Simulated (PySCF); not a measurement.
Atom-mapped SMILES (the numbers label the heavy atoms): `[CH:1]#[C:2][Si@H:3]1[C@H:4]([C:5](=[CH2:6])[CH3:7])[C@@H:8]1[F:9]`; H(Xn) means a hydrogen on atom n. Ha(C6) is cis to C4; Hb(C6) is trans to C4.

Computed data (PySCF): GFN2-xTB geometry, σ from GIAO-PBE0/pcSseg-1. Gas phase, relativity neglected, one conformer, averaged over atoms made equivalent by symmetry, fast rotation or ring inversion.

Shifts are taken against calculated references (same method and geometry level): ¹³C and ¹H and ²⁹Si against TMS; CFCl3 for ¹⁹F.

```csv
atoms,nucleus,count,Hirshfeld charge,δ (ppm)
C8,¹³C,1,-0.03,84.8
C1,¹³C,1,-0.07,103.1
C4,¹³C,1,-0.11,35.9
Ha(C6),¹H,1,0.04,?
H(Si3),¹H,1,-0.04,4.02
F9,¹⁹F,1,-0.10,-269.9
H(C8),¹H,1,0.05,?
H(C7),¹H,3,0.04,1.82
H(C4),¹H,1,0.05,2.43
C6,¹³C,1,-0.12,120.3
C5,¹³C,1,0.01,149.3
C2,¹³C,1,-0.16,?
Hb(C6),¹H,1,0.04,5.27
H(C1),¹H,1,0.10,1.72
Si3,²⁹Si,1,0.34,?
C7,¹³C,1,-0.12,?
```

**Question.** Fill in the missing shifts.

**Answer.** 
- C2: 84.4 ppm, alkyne carbon; the triple bond shields along its axis, which puts it between sp3 and sp2 carbons
- C7: 26.1 ppm, allylic methyl carbon; saturated and bonded to C and H only
- H(C8): 5.57 ppm, hydrogen on a three-membered-ring carbon; its carbon carries F, an electronegative neighbour
- Ha(C6): 5.26 ppm, hydrogen on a terminal =CH2 carbon; attached to an sp2 carbon and in the plane of the double bond
- Si3: -135.3 ppm, silicon bonded to 3 C, H, in a 3-membered ring

Shifts are as computed. Against solution values, carbons near 30 ppm lie about +3 ppm off and those near 130 ppm about +5 ppm. Of 1309 compounds with measured shifts, 239 miss one by over three times the rms of a fit or turn the order of signals round; such compounds aren't used in these exercises. Unscaled 19F shifts against computed CFCl3 carry errors that often reach 10 to 50 ppm.
